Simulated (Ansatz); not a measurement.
Total energies of CH6FInOSi.

| atom | x (Å) | y (Å) | z (Å) |
| --- | --- | --- | --- |
| C1 | 1.911 | 0.520 | -0.690 |
| In2 | 1.536 | 1.166 | 1.472 |
| Si3 | -1.903 | -0.686 | 0.556 |
| O4 | -0.959 | 0.598 | 0.190 |
| F5 | -1.068 | -1.731 | 1.430 |
| H6 | 2.980 | 0.670 | -0.881 |
| H7 | 1.390 | 1.098 | -1.468 |
| H8 | 1.715 | -0.546 | -0.864 |
| H9 | -2.338 | -1.403 | -0.663 |
| H10 | -3.011 | -0.176 | 1.383 |
| H11 | -0.253 | 0.490 | -0.464 |

Charge 0, multiplicity 1. Correlated methods include outer-core shells of In, which these sets cover unevenly. In: def2 effective core potential. The bonds changed during the relaxation, so this is another structure than the one it started from. Geometry: relaxed with PBE0-D4/def2-TZVP. It is one conformer, not always the lowest. Basis def2-TZVPP, Ansatz.

RPA on PBE orbitals: Hartree–Fock energy of these orbitals -693.95687 Eh, correlation -1.68067 Eh (frozen core).

```csv
functional,energy without D4 (Eh),D4 term (kJ/mol)
LDA (SPW92),-693.56866,–
PBE,-696.23767,-25.9
revPBE,-696.53778,-70.5
BLYP,-696.53833,-55.6
r2SCAN,-696.56516,-6.3
B97M-V,-696.49397,–
PBE0,-696.27157,-22.3
B3LYP,-696.72624,-42.1
r2SCANh,-696.53797,-6.9
r2SCAN0,-696.49865,-7.6
HSE06 (plane-wave form),-696.25358,-21.0
BHLYP,-696.45125,-35.5
CAM-B3LYP,-696.54406,-23.1
LC-ωPBE,-696.43207,–
ωB97X-V,-696.48316,–
ωB97M-V,-696.47596,–
B2PLYP,-696.15629,–
PBE-QIDH,-695.95813,–
```

B3LYP takes the VWN-RPA correlation (the form of Gaussian; ORCA's B3LYP/G). HSE06 is the plane-wave form, built on full-range PBE exchange. The double hybrids freeze the cores in their second-order part.

LC-ωPBE has ω = 0.4 bohr⁻¹.
